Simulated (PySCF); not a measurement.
C₃H₅ClOSi, SMILES C1=C[Si@@H](Cl)CO1. Geometry: PBE-D3(BJ)/def2-SVP. The structure was generated by enumeration; whether it is a known compound was not checked. One conformer was computed; it need not be the lowest.

**Question.** Give the equilibrium geometry at PBE-D3(BJ)/def2-SVP (PySCF confirms it by a frequency run) as Cartesian coordinates in Å. (Estimate from the structure and the level; the computed values follow.)

**Answer.** Several could match; the one computed here: 
```xyz
11

Cl    -1.9532    -0.7470     0.6652
Si    -0.3692    -0.2812    -0.6269
C      1.2728    -0.9567    -0.1389
C      2.0422     0.1000     0.2459
O      1.6134     1.3802     0.1894
C      0.2824     1.5085    -0.3740
H     -0.8915    -0.5607    -2.0037
H      1.6497    -1.9843    -0.0641
H      3.0717     0.0431     0.6398
H     -0.3235     2.1272     0.3179
H      0.3747     2.0589    -1.3351
```
Charge 0, spin multiplicity 1.
